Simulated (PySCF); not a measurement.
[WO4]2- (charge -2 and singlet state).
Bonds: W1–O2, W1–O3, W1–O4, W1–O5.
The ion is multiply charged and has no counter-ions or solvent; whether it holds all its electrons wasn't checked.

Method: PySCF, PBE0-D3(BJ)/def2-SVP geometry optimisation, gas phase, def2 core potentials past Kr; density fitting, grid level 1; the optimiser is geomeTRIC in internal coordinates, started from a GFN2-xTB structure with every atom displaced at random (about 0.03 Å).

Step 2: E = -10001.9059 eV
```
atom  x, y, z in Å  |  force x, y, z in eV/Å
W1      0.0131   -0.0229   -0.0115    0.211   0.434  -0.308
O2      0.0236   -0.0476    1.7805   -0.008   0.004  -0.104
O3      1.7113   -0.0469   -0.6195   -0.502   0.010   0.176
O4     -0.8180    1.4736   -0.5906    0.275  -0.511   0.198
O5     -0.8550   -1.4667   -0.6210    0.024   0.063   0.039
```

Step 3: E = -10001.9116 eV
```
atom  x, y, z in Å  |  force x, y, z in eV/Å
W1      0.0189   -0.0230   -0.0126   -0.249   0.050  -0.031
O2      0.0214   -0.0435    1.7743    0.041  -0.007   0.233
O3      1.6983   -0.0415   -0.6177    0.295  -0.011  -0.098
O4     -0.8079    1.4577   -0.5848   -0.037   0.112  -0.050
O5     -0.8557   -1.4601   -0.6213   -0.050  -0.144  -0.054
```

Task: Estimate the geometry and energy of step 4. (The exact step hangs on the optimiser's Hessian estimate; all steps are aligned on step 3, rigid shifts and turns removed.)

Result: E = -10001.9138 eV, largest force 0.079 eV/Å
```
atom  x, y, z in Å  |  force x, y, z in eV/Å
W1      0.0151   -0.0217   -0.0130   -0.036  -0.054   0.046
O2      0.0238   -0.0441    1.7798    0.007   0.006  -0.052
O3      1.7010   -0.0420   -0.6180    0.003   0.001  -0.006
O4     -0.8086    1.4623   -0.5872   -0.001   0.005  -0.006
O5     -0.8564   -1.4651   -0.6237    0.027   0.042   0.018
```

The energy changes by -0.0022 eV. The first-order estimate −F·Δx gives -0.0048 eV and the mean of the old and new forces, exact on a quadratic surface, -0.0022 eV. The step makes an angle of 30° with the force vector and moves no atom by more than 0.006 Å.

What follows is the cost of the whole optimisation. Time: 28 s; peak memory 0.34 GiB. Hardware: one thread of an Arm Neoverse V1 (shared host).
